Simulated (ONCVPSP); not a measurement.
Transferability test, ONCV potential for scandium

```
Element                 : scandium (Sc)
Generator               : ONCVPSP 4.0.1
Type                    : optimised norm-conserving Vanderbilt (ONCV)
Functional              : revPBE
Relativity              : scalar-relativistic
Frozen core             : [Ne]
Valence charge          : 11
Reference configuration : 3s2 3p6 3d1 4s1.75 (charge +0.25)
Partial waves           : 3s+4s: rc 1.50 bohr, ncon 5, nbas 8, qcut 6.2 1/bohr, 2 projectors; 3p: rc 1.60 bohr, ncon 4, nbas 8, qcut 6.9 1/bohr, 2 projectors, debl 2.3 Ha; 3d: rc 2.10 bohr, ncon 4, nbas 8, qcut 7.2 1/bohr, 2 projectors, debl 1.3 Ha
Local potential         : polynomial inside 1.25 bohr (lpopt 5, dvloc0 4 Ha)
Core correction         : Teter function fitted to the true core (icmod 2), fcfact 0.6
```

Energies are relative to the spin-unpolarised reference configuration 3s2 3p6 3d1 4s1.75; without spin polarisation the order of configurations can differ from experiment.

```tsv
valence configuration	charge	ΔE all-electron (eV)	error AE − PS (meV)
3s2 3p6 3d1 4s2	0	-1.200	+0.1
3s2 3p6 3d1 4s1	+1	5.635	-0.3
3s2 3p6 3d1 4s0 4p2	0	4.393	-0.1
```

Task: What are ΔE and the potential's error for 3s2 3p6 3d1 4s0?

Result: ΔE = 18.274 eV all-electron; the error (AE − PS) is -1.6 meV.
